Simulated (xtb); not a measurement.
HS (SMILES [SH]), doublet, from a rough starting geometry; GFN2-xTB (xtb).

xtb was given this input:
```
$ xtb mol.xyz --gfn 2 --uhf 1 --opt vtight --json

# file mol.xyz
2

S     -0.04496013    -0.01302675     0.70585012
H     -0.02593604    -0.01042866    -0.65581849
```

What the program printed (banner, timings and long lists left out):

```
   ID    Z sym.   atoms
    1   16 S      1
    2    1 H      2

           -------------------------------------------------
          |                Calculation Setup                |
           -------------------------------------------------

           -------------------------------------------------
          |                 G F N 2 - x T B                 |
           -------------------------------------------------

          ...................................................
          :                      SETUP                      :
          :.................................................:
          :  # basis functions                  11          :
          :  # atomic orbitals                  10          :
          :  # shells                            4          :
          :  # electrons                         7          :
          :  max. iterations                   250          :
          :  Hamiltonian                  GFN2-xTB          :
          :  restarted?                      false          :
          :  GBSA solvation                  false          :
          :  PC potential                    false          :
          :  electronic temp.          300.0000000     K    :
          :  accuracy                    1.0000000          :
          :  -> integral cutoff          0.2500000E+02      :
          :  -> integral neglect         0.1000000E-07      :
          :  -> SCF convergence          0.1000000E-05 Eh   :
          :  -> wf. convergence          0.1000000E-03 e    :
          :  Broyden damping             0.4000000          :
          :  net charge                          0          :
          :  unpaired electrons                  1          :
          ...................................................

 iter      E             dE          RMSdq      gap      omega  full diag
   1     -3.7098424 -0.370984E+01  0.216E+00    6.45       0.0  T
   2     -3.7098843 -0.418471E-04  0.125E+00    6.43       1.0  T
   3     -3.7099012 -0.169302E-04  0.200E-01    6.41       1.0  T
   4     -3.7099022 -0.952129E-06  0.499E-02    6.41       1.4  T
   5     -3.7099022 -0.774633E-07  0.100E-02    6.40       7.0  T
   6     -3.7099023 -0.732210E-08  0.255E-03    6.41      27.7  T
   7     -3.7099023 -0.117098E-08  0.313E-04    6.41     225.6  T
   8     -3.7099023 -0.611466E-11  0.338E-05    6.41    2093.9  T

   *** convergence criteria satisfied after 8 iterations ***

[...]
         :: total energy              -3.702504330810 Eh    ::
 * total energy  :    -3.7025043 Eh     change       -0.2287059E-12 Eh
 * total energy  :    -3.7027966 Eh     change       -0.2922674E-03 Eh
 * total energy  :    -3.7028714 Eh     change       -0.7484255E-04 Eh
 * total energy  :    -3.7028720 Eh     change       -0.5574244E-06 Eh
 * total energy  :    -3.7028723 Eh     change       -0.2602963E-06 Eh
 * total energy  :    -3.7028723 Eh     change       -0.4757528E-11 Eh
   *** GEOMETRY OPTIMIZATION CONVERGED AFTER 6 ITERATIONS ***
         :: total energy              -3.702872258470 Eh    ::
[...]
         4        1.5000           -0.4106748             -11.1750 (HOMO)
         5                         -0.1662518              -4.5239 (LUMO)
         6                         -0.0205606              -0.5595
         7                         -0.0205606              -0.5595
         8                         -0.0178447              -0.4856
         9                         -0.0178447              -0.4856
        10                          0.4307184              11.7204
      -------------------------------------------------------------
                  HL-Gap            0.2444230 Eh            6.6511 eV
             Fermi-level           -0.3495690 Eh           -9.5123 eV

     #   Z          covCN         q      C6AA      α(0)
     1  16 S        0.923    -0.176   146.499    20.472
     2   1 H        0.923     0.176     1.231     1.735

 Mol. C6AA /au·bohr⁶  :        174.537886
 Mol. C8AA /au·bohr⁸  :       7844.437149
 Mol. α(0) /au        :         22.207586

Wiberg/Mayer (AO) data.
largest (>0.10) Wiberg bond orders for each atom

 ---------------------------------------------------------------------------
     #   Z sym  total        # sym  WBO       # sym  WBO       # sym  WBO
 ---------------------------------------------------------------------------
     1  16 S    0.969 --     2 H    0.969
     2   1 H    0.969 --     1 S    0.969
 ---------------------------------------------------------------------------

Topologies differ in total number of bonds
Writing topology from bond orders to xtbtopo.mol

molecular dipole:
                 x           y           z       tot (Debye)
 q only:        0.006       0.001      -0.441
   full:        0.008       0.001      -0.574       1.459
molecular quadrupole (traceless):
                xx          xy          yy          xz          yz          zz
 q only:        0.020      -0.000       0.021       0.045       0.015      -0.041
  q+dip:        0.023      -0.000       0.025       0.058       0.019      -0.048
   full:       -0.053      -0.000      -0.051       0.055       0.019       0.104

optimized geometry written to: xtbopt.xyz

           -------------------------------------------------
          | TOTAL ENERGY               -3.702872258470 Eh   |
          | GRADIENT NORM               0.000000043495 Eh/α |
          | HOMO-LUMO GAP               6.651089347022 eV   |
           -------------------------------------------------

normal termination of xtb
```
